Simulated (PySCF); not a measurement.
A side-by-side comparison of computed properties.

First species: C₄H₆F₂N (charge +1).
InChI=1S/C4H6F2N/c1-7-3-2-4(5)6/h4H,2H2,1H3/q+1

Second species: C4H9F2OS (charge +1).
Bonds: C1–S2, S2–C3, S2–C4, C4–O5, O5–C6, C6–F7, C6–F8. Hydrogens: H9, H10, H11 on C1; H12, H13, H14 on C3; H15, H16 on C4; H17 on C6.

Levels: PBE0/def2-SVPD for HOMO energy, LUMO energy, HOMO–LUMO gap, static isotropic polarisability and electronic spatial extent ⟨r²⟩ about the centre of nuclear charge; TDDFT PBE0/def2-SVPD for lowest singlet excitation; TDA PBE0/def2-SVPD for lowest triplet excitation (Tamm–Dancoff); GFN2-xTB for rotational constant A and rotational constant C. Geometries: GFN2-xTB. Each structure is a single optimised conformer of the isolated species, non-relativistic unless stated. Electronic properties by PySCF.

The conformers computed, where there is a choice (atom-mapped SMILES and torsion angles):
- `[CH3:1][N+:2]#[C:3][CH2:4][CH:5]([F:6])[F:7]`: C3–C4–C5–F6 59°
- `[CH3:1][S+:2]([CH3:3])[CH2:4][O:5][CH:6]([F:7])[F:8]`: C1–S2–C4–O5 -155°, S2–C4–O5–C6 -73°, C4–O5–C6–F7 67°

| property | column X | column Y |
| --- | --- | --- |
| HOMO energy | -13.95 eV | -14.66 eV |
| LUMO energy | -5.04 eV | -6.37 eV |
| HOMO–LUMO gap | 8.91 eV | 8.29 eV |
| lowest singlet excitation | 7.68 eV | 6.99 eV |
| lowest triplet excitation (Tamm–Dancoff) | 6.44 eV | 6.00 eV |
| static isotropic polarisability | 70.9 au | 53.8 au |
| electronic spatial extent ⟨r²⟩ about the centre of nuclear charge | 1234 bohr² | 874 bohr² |
| rotational constant A | 3.157 GHz | 4.955 GHz |
| rotational constant C | 0.975 GHz | 1.395 GHz |

(1) Which column belongs to which species?

(2) How does each property change from the first species to the second?

Results:

(1) Column X is the second species and column Y the first. The first has 13 atoms and 54 electrons, the second 17 and 74.

(2) HOMO energy +0.71 eV; LUMO energy +1.33 eV; HOMO–LUMO gap +0.62 eV; lowest singlet excitation +0.69 eV; lowest triplet excitation (Tamm–Dancoff) +0.44 eV; static isotropic polarisability +17.1 au; electronic spatial extent ⟨r²⟩ about the centre of nuclear charge +360 bohr²; rotational constant A -1.798 GHz; rotational constant C -0.420 GHz.

On the first: No computed singlet falls in the visible range (750 to 380 nm, 1.65 to 3.26 eV); S1 lies 3.73 eV above its blue end. The vertical singlet–triplet gap S1 − T1 is 0.99 eV (TDDFT singlet less Tamm–Dancoff triplet; S1: HOMO→LUMO+1, weight 0.81; T1: HOMO→LUMO, weight 0.36, beside HOMO−2→LUMO, weight 0.32).

On the second: The 6 singlets span 7.68 to 8.93 eV, and their oscillator strengths add up to 0.23. The principal polarisabilities are 58.7, 69.8 and 84.2 au; their mean is the isotropic value.
